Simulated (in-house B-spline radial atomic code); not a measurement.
The numbers below are computed, except where a source is named.
**Correlation energy from the adiabatic connection: −Z/r, Z = 1.16**

Two electrons in a singlet, external potential −Z/r, Z = 1.16 (atomic units). Full CI in B-splines (partial waves to l = 8, correlation up to 0.6 % small) with the density held fixed gives W(λ) = <V_ee>_λ − U, and E_c is the integral of W(λ) − W(0) from 0 to 1.

| λ | W(λ) − W(0) (hartree) |
| --- | --- |
| 0 | 0.00000 |
| 0.02 | -0.00214 |
| 0.05 | -0.00528 |
| 0.12 | -0.01224 |
| 0.25 | -0.02398 |
| 0.4 | -0.03587 |
| 0.6 | -0.04945 |
| 0.8 | -0.06094 |
| 1 | -0.07076 |

Problem. Integrate the table by the trapezoid rule.

Solution. The strips give -0.00002, -0.00011, -0.00061, -0.00235, -0.00449, -0.00853, -0.01104, -0.01317, which sum to -0.04033 hartree. The direct value, W(1) − W(0) + T_c with T_c = 0.03030, is -0.04046; the curve is convex, so chords lie above it and the trapezoids fall short in size by 0.33 %.

Problem. Now use only three numbers: W(0) = -0.49119, the initial slope W'(0) = -0.1083 (extrapolated from the first points) and the strong-coupling limit of the point-charge-plus-continuum model, W∞ = -0.70906. What do second-order theory and the interpolation W(λ) = W∞ + (W(0) − W∞)/√(1 + 2χλ) of Seidl, Perdew and Levy give?

Solution. Second order keeps the slope alone: E_c = W'(0)/2 = -0.05415, +34 % in size against -0.04046. Matching the slope fixes χ = W'(0)/(W∞ − W(0)) = -0.1083/(-0.21787) = 0.49709. Integrating, with s = √(1 + 2χ) = 1.412151, E_c = −(W(0) − W∞)(s − 1)/(s + 1) = −0.21787 × 0.412151/2.412151 = -0.03723 hartree, -8.0 % in size against the full result. At λ = 1 the formula gives W − W(0) = -0.06359 against -0.07076. Part of the miss can come from the model's W∞.
